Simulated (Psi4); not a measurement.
Sb2, charge -1, doublet, geometry from GFN2-xTB (a state made from the parent by changing its charge; the spin is typed, not shown lowest) (core potentials on Sb) (a gas-phase anion, which may not be bound at this level); PBE0/def2-SV(P) run with Psi4.

Psi4 was given this input:
```
memory 2 GB

molecule {
-1 2
  Sb   -0.00000000   -0.00000000   -1.26045579
  Sb    0.00000000    0.00000000    1.26045579
}

set basis def2-sv(p)
set reference uks

energy('pbe0')
print_variables()
```

Problem. Predict the main parts of the log of this Psi4 run.

Solution. 
```
   => Loading Basis Set <=

    Name: DEF2-SV(P)
    Role: ORBITAL
    Keyword: BASIS

    !!!  WARNING: ECP capability is in beta. Please check occupations closely.  !!!

         ---------------------------------------------------------
                                   SCF
               by Justin Turney, Rob Parrish, Andy Simmonett
                          and Daniel G. A. Smith
                              UKS Reference
         ---------------------------------------------------------

  ==> Geometry <==

    Molecular point group: d2h
    Full point group: D_inf_h

    Geometry (in Angstrom), charge = -1, multiplicity = 2:

       Center              X                  Y                   Z               Mass
    ------------   -----------------  -----------------  -----------------  -----------------
         SB           0.000000000000     0.000000000000    -1.260455790000   120.903812000000
         SB           0.000000000000     0.000000000000     1.260455790000   120.903812000000

  Running in d2h symmetry.

  Rotational constants: A = ************  B =      0.04388  C =      0.04388 [cm^-1]
  Rotational constants: A = ************  B =   1315.50340  C =   1315.50340 [MHz]
  Nuclear repulsion =  111.045046825652648

  Charge       = -1
  Multiplicity = 2
  Electrons    = 47
  Nalpha       = 24
  Nbeta        = 23

  ==> Algorithm <==

  SCF Algorithm Type is DF.
  DIIS enabled.
  MOM disabled.
  Fractional occupation disabled.
  Guess Type is SAD.
  Energy threshold   = 1.00e-06
  Density threshold  = 1.00e-06
  Integral threshold = 1.00e-12

  ==> Primary Basis <==

  Basis Set: DEF2-SV(P)
    Blend: DEF2-SV(P)
    Number of shells: 20
    Number of basis functions: 52
    Number of Cartesian functions: 56
    Spherical Harmonics?: true
    Max angular momentum: 2

  Core potential: DEF2-SV(P)
    Number of shells: 8
    Number of ECP primitives: 36
    Number of ECP core electrons: 56
    Max angular momentum: 3

  ==> DFT Potential <==

   => LibXC <=

    Version 7.1.2
    S. Lehtola, C. Steigemann, M. J. T. Oliveira, and M. A. L. Marques,  SoftwareX 7, 1–5 (2018) (10.1016/j.softx.2017.11.002)

   => Composite Functional: PBE0 <=

    PBE0 Hyb-GGA Exchange-Correlation Functional

    C. Adamo and V. Barone,  J. Chem. Phys. 110, 6158 (1999) (10.1063/1.478522)
    M. Ernzerhof and G. E. Scuseria,  J. Chem. Phys. 110, 5029 (1999) (10.1063/1.478401)

    Deriv               =              1
    GGA                 =           TRUE
[...]
   @S   Expected:                5.000000000E-01
   @S   Observed:                5.000000000E-01

    Orbital Energies [Eh]
    ---------------------

    Alpha Occupied:

[...]
    Alpha Virtual:

[...]
      12B1u   54.672757

    Beta Occupied:

[...]
    Beta Virtual:

[...]
    Final Occupation by Irrep:
             Ag   B1g   B2g   B3g    Au   B1u   B2u   B3u
    DOCC [     6,    1,    2,    2,    1,    5,    3,    3 ]
    SOCC [     0,    0,    0,    1,    0,    0,    0,    0 ]
    NA   [     6,    1,    2,    3,    1,    5,    3,    3 ]
    NB   [     6,    1,    2,    2,    1,    5,    3,    3 ]

  @DF-UKS Final Energy:  -480.56750873175650

   => Energetics <=

    Nuclear Repulsion Energy =            111.0450468256526477
    One-Electron Energy =               -1071.6834938504566708
    Two-Electron Energy =                 509.8280519563759867
    DFT Exchange-Correlation Energy =     -29.7571136633284716
    Empirical Dispersion Energy =           0.0000000000000000
    VV10 Nonlocal Energy =                  0.0000000000000000
    Total Energy =                       -480.5675087317565044

  UHF NO Occupations:
  HONO-2 :    5B1u 1.9996717
  HONO-1 :    3B2u 1.9992296
  HONO-0 :    3B3g 1.0000000
  LUNO+0 :    4B2u 0.0007704
  LUNO+1 :    6B1u 0.0003283
  LUNO+2 :    7 Ag 0.0002661
  LUNO+3 :    4B3u 0.0000180

Computation Completed

Properties will be evaluated at   0.000000,   0.000000,   0.000000 [a0]

Properties computed using the SCF density matrix

 Multipole Moments:

 ------------------------------------------------------------------------------------
     Multipole            Electronic (a.u.)      Nuclear  (a.u.)        Total (a.u.)
 ------------------------------------------------------------------------------------

 L = 1.  Multiply by 2.5417464519 to convert [e a0] to [Debye]
 Dipole X            :          0.0000000            0.0000000            0.0000000
 Dipole Y            :          0.0000000            0.0000000            0.0000000
 Dipole Z            :          0.0000000            0.0000000            0.0000000
 Magnitude           :                                                    0.0000000

 ------------------------------------------------------------------------------------

  Variable Map:
  ----------------------------------------------------------------------------
[...]
  Array Variable Map:
  ----------------------------------------------------------------------------
[...]
[...]
```
